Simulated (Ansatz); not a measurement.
The cluster Si12⁻. Charge -1, multiplicity 2. Geometry PBE0-D4/def2-SVP; atoms count from 1.

```xyz
12

Si    0.322    3.183   -1.251
Si    1.901   -1.627   -1.335
Si   -0.114   -0.964   -2.912
Si    1.415    0.956    2.577
Si    0.099    1.052   -1.781
Si    0.182    1.772    0.563
Si   -1.239   -0.255    0.640
Si   -2.211   -1.195   -1.315
Si   -1.139    1.238    2.603
Si    1.165   -0.505    0.623
Si   -0.274   -2.548   -1.072
Si   -0.105   -1.108    2.661
```

The structure comes from a short search, and lower isomers may exist.

(1) Estimate the Mulliken populations from the PBE0/def2-SVP orbitals of Ansatz.

(2) Where does the spin sit?

(3) And the Mayer bond orders between bonded heavy atoms (over 0.3)?

Answers

(1) 
```csv
atom,charge (e),spin (α − β)
Si1,-0.12,0.01
Si2,-0.01,0.00
Si3,-0.16,0.05
Si4,0.02,0.09
Si5,-0.05,0.09
Si6,-0.13,-0.01
Si7,-0.23,0.03
Si8,-0.01,0.00
Si9,0.02,0.09
Si10,-0.23,0.03
Si11,-0.09,0.55
Si12,-0.01,0.07
```
Mulliken values and Mayer orders depend strongly on the basis.

(2) Summed by element: Si 1.00, of 1 unpaired in all. Largest on single atoms: Si11 0.55, Si9 0.09, Si4 0.09.

(3) Si1–Si5 1.34 (2.21 Å); Si1–Si6 0.97 (2.30 Å); Si2–Si3 0.51 (2.64 Å); Si2–Si10 0.78 (2.37 Å); Si2–Si11 0.76 (2.38 Å); Si3–Si5 0.86 (2.32 Å); Si3–Si8 0.51 (2.65 Å); Si3–Si11 0.61 (2.43 Å); Si4–Si6 0.47 (2.50 Å); Si4–Si9 0.54 (2.57 Å); Si4–Si10 0.55 (2.45 Å); Si4–Si12 0.52 (2.56 Å); Si5–Si6 0.49 (2.45 Å); Si6–Si7 0.44 (2.48 Å); Si6–Si9 0.48 (2.49 Å); Si6–Si10 0.43 (2.48 Å); Si7–Si8 0.78 (2.38 Å); Si7–Si9 0.54 (2.47 Å); Si7–Si10 0.56 (2.42 Å); Si7–Si12 0.52 (2.47 Å); Si8–Si11 0.76 (2.38 Å); Si9–Si12 0.53 (2.56 Å); Si10–Si12 0.51 (2.48 Å).
